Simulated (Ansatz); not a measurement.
`[F][GeH2][S][GeH3]`, 9 atoms. The species carries charge 0 and has multiplicity 1. Correlated methods include outer-core shells of Ge, which these sets cover unevenly. Scalar relativity is left out up to krypton. All runs use 4 threads of an Arm Neoverse V2 on a shared host. Correlated methods freeze the cores.

Question: How many basis functions does each run have, and how long does it take in Ansatz? direct RPA on PBE orbitals/def2-TZVPP energy; RKS ωB97M-V/def2-QZVPP energy; RKS PBE0-D4/def2-SVP energy; RKS PBE0-D4/def2-QZVPP energy; RKS CAM-B3LYP-D4/def2-TZVPP energy; RHF-MP2/def2-QZVPP energy; RHF-CCSD(T)/def2-SVP energy; RKS PBE0-D4/def2-TZVP relaxation (49 steps); RHF-CCSD(T)/def2-TZVPP energy; RKS BHLYP-D4/def2-TZVPP energy; RKS ωB97M-V/def2-SVP energy; RKS LC-ωPBE/def2-TZVPP energy. (Estimate.)

Answer: Ansatz gave: Other jobs shared the machine, so times are rough.

```csv
level,job,functions,wall time,peak host memory (GiB)
RKS PBE0-D4/def2-SVP,energy,121,1.4 s,0.45
RKS LC-ωPBE/def2-TZVPP,energy,239,2.6 s,0.51
RKS BHLYP-D4/def2-TZVPP,energy,239,3.7 s,0.93
RKS CAM-B3LYP-D4/def2-TZVPP,energy,239,3.8 s,0.99
direct RPA on PBE orbitals/def2-TZVPP,energy,239,4.5 s,0.55
RKS ωB97M-V/def2-SVP,energy,121,5.5 s,0.45
RHF-CCSD(T)/def2-SVP,energy,121,9 s,0.64
RKS PBE0-D4/def2-QZVPP,energy,455,11 s,2.2
RHF-MP2/def2-QZVPP,energy,455,22 s,2.7
RKS ωB97M-V/def2-QZVPP,energy,455,22 s,2.6
RKS PBE0-D4/def2-TZVP,relaxation (49 steps),194,2.7 min,0.66
RHF-CCSD(T)/def2-TZVPP,energy,239,3.4 min,4.5
```

LC-ωPBE has ω = 0.4 bohr⁻¹.
